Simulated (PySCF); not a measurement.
A calculated (MN15, PySCF 2.14, cc-pVDZ-DK, scalar relativity by spin-free X2C-1e) atom or ion has these occupied shells.

```
shell  electrons  orbital energy (eV)  rms radius, mean of both spins (bohr)
 1s α          1              -664.34                                  0.205
 1s β          1              -663.86                                  0.205
 2s α          1              -33.453                                   1.11
 2s β          1              -31.434                                   1.11
 2p α          3              -14.300                                   1.21
 2p β          2              -12.713                                   1.21
```

Question: Name the element and its charge.

Answer: F (fluorine, neutral), in [He] 2s2 2p5, 2P determinant.
